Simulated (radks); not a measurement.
Values are calculated unless marked as measured or tabulated.
Valence configurations of Cu IV (all share [Ar]). Level of theory: Dirac Kohn-Sham, PBE, spin-unpolarised, spherical densities, point nucleus; open shells are shared between the two j in proportion to 2j + 1 (a radial shooting solver on a logarithmic mesh with Libxc functionals). Energies are relative to 3d8; eigenvalues in eV.

valence	E (eV)	e(3d3/2)	e(3d5/2)	e(4p1/2)	e(4p3/2)	e(4s1/2)
3d8	0.000	-49.105	-48.776	-	-	-
3d7 4s1	17.017	-57.293	-56.939	-	-	-37.281
3d7 4p1	25.992	-58.613	-58.257	-29.230	-28.943	-
3d7 4s0.5 4p0.5	21.495	-57.957	-57.602	-28.883	-28.599	-37.668
3d6.5 4s0.5 4p1	36.904	-62.966	-62.597	-30.331	-30.026	-39.414
3d6 4p2	58.946	-68.730	-68.347	-32.054	-31.727	-
3d6 4s1 4p1	49.351	-67.490	-67.108	-31.430	-31.107	-40.777
3d6 4s2	39.823	-66.224	-65.843	-	-	-40.067
3d6.5 4s1.5	27.654	-61.672	-61.305	-	-	-38.675
3d7.5 4p0.5	12.168	-53.775	-53.433	-27.791	-27.523	-

NIST lists [Ar] 3d8 as the ground configuration; this level of theory agrees among the configurations tried. The energies are those of spherical spin-averaged densities, not of single terms.
